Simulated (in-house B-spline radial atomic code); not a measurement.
# RPA and G0W0 on Hartree-Fock: the scandium ion Sc¹⁹⁺

Configuration 1s2, mean-field start Hartree-Fock. Computed with a B-spline radial code for spherical atoms: all electrons, non-relativistic, point nucleus, each spin shell either full or empty, empty states to l = 9 with an (l + 1/2)⁻⁴ tail; G0W0 by contour deformation at full frequency.

Relativity, left out, deepens the 1s level by about Z⁴α²/8 hartree.

Command:
```bash
python run_gw.py task.json out
```
Settings (radii: box in bohr, nucleus in fm):
```
Z                        21
electrons                2
configuration            1s2
hamiltonian              nr
method                   hf
lmax                     9
spin_polarised           False
box_radius               4.23
intervals                45
ion_configuration        1s1
```

Run time, properties included: 0.9 s on 1 thread of Arm Neoverse N1, with other jobs on the host.

Energies (hartree):

```
                                     term       value
                         mean-field total  -427.98605
Hartree-Fock functional on these orbitals  -427.98605
                      direct second order   -0.091311
                    second-order exchange    0.045656
                         SOSEX correction    0.045116
```

Question: What is the RPA correlation energy, and what remains with SOSEX?

Answer: RPA gives -0.09023 hartree (-1.23 eV per electron); RPA + SOSEX gives -0.045114, and the second-order doubles (MP2) -0.045655 hartree. SOSEX takes back 50 % of the RPA value, the self-correlation of each of the two electrons.

Quasi-particle levels (eV):

```json
{"level": "1s", "occupied": "yes", "mean field": "-5647.49", "Σx - vxc": "0.00", "Σc": "?", "QP weight": "?", "G0W0": "?"}
{"level": "2s", "occupied": "no", "mean field": "-1279.38", "Σx - vxc": "0.00", "Σc": "-0.24", "QP weight": "1.000", "G0W0": "-1279.62"}
```

G0W0 = mean field + (Σx - vxc) + Σc, with Σc (partial-wave tail included) taken at the quasi-particle energy.

Question: Where does G0W0 put 1s?

Answer: At -5647.08 eV, with Σc = 0.42 eV and a quasi-particle weight of 0.999. The tabulated removal energy is 5674.904 eV (NIST, tabulated theory); the calculation leaves out relativity, Breit and QED terms, and what these don't explain is the method's own error.

Question: What does it cost to remove one electron (to 1s1) by differences of total energies, each species on its own start (correlation terms add to the Hartree-Fock functional)?

Answer: Hartree-Fock functional 5645.98 eV, + RPA 5647.82 eV, + RPA + SOSEX 5647.21 eV, + second order 5647.23 eV. Tabulated: 5674.904 eV (NIST, tabulated theory); the calculation leaves out relativity, Breit and QED terms, and what these don't explain is the method's own error.
